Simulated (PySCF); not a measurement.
C₃H₁₂OSi₂, SMILES CCCO[SiH2][SiH3]. Atoms are numbered in the order given.

```xyz
18

C     -3.0590    -0.0209    -0.7195
C     -2.6942     0.1051     0.7593
C     -1.3770    -0.5751     1.1138
O     -0.3162     0.0344     0.3813
Si     1.2581    -0.5699     0.3863
Si     2.4662     0.8106    -1.0780
H     -2.2535     0.4014    -1.3522
H     -3.9994     0.5158    -0.9553
H     -3.1938    -1.0835    -1.0123
H     -3.4893    -0.3344     1.4002
H     -2.6170     1.1767     1.0439
H     -1.1846    -0.4923     2.2101
H     -1.4364    -1.6656     0.8730
H      1.8483    -0.5398     1.7785
H      1.2783    -2.0116    -0.0712
H      2.4517     2.2348    -0.5920
H      3.8960     0.3408    -1.1514
H      1.8705     0.7587    -2.4591
```

Geometry: PBE-D3(BJ)/def2-SVP. The values are those of a single conformer.

Two levels are set side by side: PBE/pcSseg-1 (PySCF) and B3LYP/pcSseg-1 (PySCF). GIAO shifts against H2O (¹⁷O), TMS (²⁹Si), TMS (¹H), TMS (¹³C) at the same level; non-relativistic, no solvent, atoms listed together averaged. Differences are taken from unrounded values.

```
quantity                  B3LYP
-----------------------  ------
δ(¹³C) of C1 (ppm)         17.0
δ(¹³C) of C2 (ppm)         34.2
δ(¹³C) of C3 (ppm)         78.2
δ(¹⁷O) of O4 (ppm)         33.0
δ(²⁹Si) of Si5 (ppm)      -16.5
δ(²⁹Si) of Si6 (ppm)     -104.5
δ(¹H) of H14, H15 (ppm)    5.51
```

### Question
What does PBE give, and how far is it from B3LYP? (The exact figures need the calculation; the answer reports its results.)

### Answer

| quantity | PBE | PBE minus B3LYP |
|---|---|---|
| δ(¹³C) of C1 (ppm) | 16.5 | -0.4 |
| δ(¹³C) of C2 (ppm) | 34.5 | 0.2 |
| δ(¹³C) of C3 (ppm) | 79.9 | 1.7 |
| δ(¹⁷O) of O4 (ppm) | 40.2 | 7.2 |
| δ(²⁹Si) of Si5 (ppm) | -13.6 | 2.9 |
| δ(²⁹Si) of Si6 (ppm) | -110.1 | -5.6 |
| δ(¹H) of H14, H15 (ppm) | 5.86 | 0.35 |

Rough cost on one machine, each run with all the roots and properties that it gave: B3LYP against PBE within a factor of 2.
